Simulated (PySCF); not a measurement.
## Electron correlation in Zr⁻ (zirconium, charge -1)

[Kr] 4d3 5s2, high-spin 4F determinant. All numbers are calculated (PySCF 2.14, a scalar-relativistic core potential, in def2-TZVPPD with the def2 core potential (28 electrons)). Frozen: 4s2 4p6; 5 electrons correlated.

```
  level  correlation energy (mhartree)
   CCSD                         -78.62
    (T)                          -6.02
CCSD(T)                         -84.64
```

Diagnostics: T1 = 0.045, D1 = 0.1249, largest double amplitude 0.110.

Is a single reference adequate?

Not fully. T1 exceeds 0.03, a sign that the reference determinant is poor.
